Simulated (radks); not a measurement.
Values are calculated unless marked as measured or tabulated.
Q: Level of theory: non-relativistic Kohn-Sham, LDA (Slater exchange, Perdew-Wang correlation), spin-unpolarised, spherical densities, point nucleus (a radial shooting solver on a logarithmic mesh with Libxc functionals). Response by self-consistent Sternheimer equations with the Hartree and adiabatic LDA kernel. For heavy and open-shell atoms this level of theory can miss by tens of per cent. Rank In2+, Tc, Sr, Ca+, Ca, V+ (NIST ground configurations) by static dipole polarisability, largest first.

A: Sr 188.5, Ca 148.6, Tc 77.86, Ca+ 66.37, V+ 20.22, In2+ 14.15 bohr^3.
